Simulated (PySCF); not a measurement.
Structure problem from calculated spectra and properties.

Formula: C3ClF7.

| Item | Value |
| --- | --- |
| Dipole | 0.50 D [B3LYP/def2-SVPD] |
| NMR, other nuclei | isotropic shieldings of nuclei other than C and H, by class: 246 (2 F), 263 (3 F), 310 (2 F), 622 (1 Cl) ppm [GIAO PBE0/pcSseg-1] |
| 13C NMR | chemical shifts (computed TMS as zero) by class: 136.4 (1 C), 127.3 (1 C), 114.6 (1 C) ppm [GIAO PBE0/pcSseg-1] |
| UV, first state | lowest singlet excitation: 7.50 eV (165 nm, f = 0.001) [TDDFT B3LYP/def2-SVPD] |
| Polarisability | 58.1 au [B3LYP/def2-SVPD] |
| Rotational structure | rotational constants A, B, C: 1.607, 0.750, 0.698 GHz [GFN2-xTB] |

Gas-phase values; electronic properties from PySCF, density fitting. Levels stand in brackets. Isolated species at its GFN2-xTB geometry (one conformer only). NMR values are class means; diastereotopic atoms form classes of their own.

**Question.** Give a SMILES that accounts for the data.

**Answer.** Numbering: `[F:1][C:2]([F:3])([F:4])[C:5]([F:6])([F:7])[C:8]([F:9])([F:10])[Cl:11]`. Its formula, C3ClF7, gives 0 degrees of unsaturation, so no ring and no π bond. 3 carbons fall into 3 classes; from least to most shielded: CF2 carbon [C8] (136.4 ppm), CF3 carbon [C2] (127.3 ppm), CF2 carbon [C5] (114.6 ppm). The other shieldings belong to: 246 ppm, fluorine of a CF2 group [F9/F10]; 263 ppm, fluorine of a CF3 group [F1/F3/F4]; 310 ppm, fluorine of a CF2 group [F6/F7]; 622 ppm, chlorine on a fluorinated carbon [Cl11]. S1 is mainly HOMO→LUMO (weight 0.99); the largest Löwdin shares of the orbital it empties are 0.83 on the chlorine on a fluorinated carbon, 0.06 on a CF2 carbon and 0.04 on each of 2 atoms of one kind (fluorine of a CF2 group), of the orbital it fills 0.52 on the chlorine on a fluorinated carbon, 0.27 on a CF2 carbon and 0.06 on a CF2 carbon. The optimised geometry has point group Cs and is an asymmetric top. Structure: `FC(C(F)(C(Cl)(F)F)F)(F)F` (1-chloroheptafluoropropane). The assignments are read from this structure; whether some other isomer fits the data as well wasn't checked.

The values belong to the conformer `[F:1][C:2]([F:3])([F:4])[C:5]([F:6])([F:7])[C:8]([F:9])([F:10])[Cl:11]`: F1–C2–C5–F6 58°, C2–C5–C8–F9 -59°.
